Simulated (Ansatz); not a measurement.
Job for Ansatz (a first-principles code): U-r2SCAN/def2-TZVPP on LiP, 2S+1 = 3, a spin state set in the input, which need not be the lowest, a point of a bond scan (R = 2.330 Å).

Ansatz 0.2 input:
```yaml
crystal:
  periodic: [false, false, false]
  atoms:
    - {symbol: Li, position_ang: [0.00000000, 0.00000000, 0.00000000]}
    - {symbol: P, position_ang: [0.00000000, 0.00000000, 2.33049200]}
basis:
  gaussian:
    orbitals: def2-TZVPP
    pivot_positions_ang: [[0.00000000, 0.00000000, 0.00000000], [0.00000000, 0.00000000, 2.33049200]]
hamiltonian:
  xc: {name: r2SCAN}
magnetization: {spin_polarized: true, initial_magnetization: 2}
output: {forces: true, orbitals: {seedname: ./end}}
```

It printed:

```
WARN ansatz: RAYON_NUM_THREADS=1 ignored (pool sized by the plan → 1); use --threads N
Functional definition: r2SCAN
integrals: 0.01 GiB planned
432 factors; their error is unknown
mean field: 0.15 GiB planned
mean field evaluation 1: about -9489.7262 eV, gradient 1.2e1 eV
mean field evaluation 2: about -9489.5434 eV, gradient 1.4e1 eV
mean field evaluation 4: about -9490.8810 eV, gradient 6.6e-1 eV
mean field evaluation 8: about -9490.8736 eV, gradient 5.9e-3 eV
mean field evaluation 16: about -9490.8736 eV, gradient 1.5e-5 eV
mean field evaluation 32: about -9489.8843 eV, gradient 5.7e0 eV
mean field -9490.87358209 eV, -348.7831709968 hartree, gradient 1.3e-5 eV, S^2 2.009882; 6 other end points of the search recorded, 0 dependent functions left out
the calculation of the forces begins
reference -9490.87360037 eV, -348.7831716683 hartree; 10, 8 occupied and 51, 53 virtual orbitals, 432 factors
Total energy: -9490.87360037 eV, -348.7831716683 hartree
Atom 0 at     0.000000     0.000000     0.000000 Å, force     0.000000    -0.000000    -0.030955 eV/Å
Atom 1 at     0.000000     0.000000     2.330492 Å, force    -0.000000    -0.000000     0.030955 eV/Å
Dipole moment:     0.000000    -0.000000    -1.426843 e Å
```

The calculation finished and met its thresholds.

Cost: about 4 core-seconds (a rough figure).
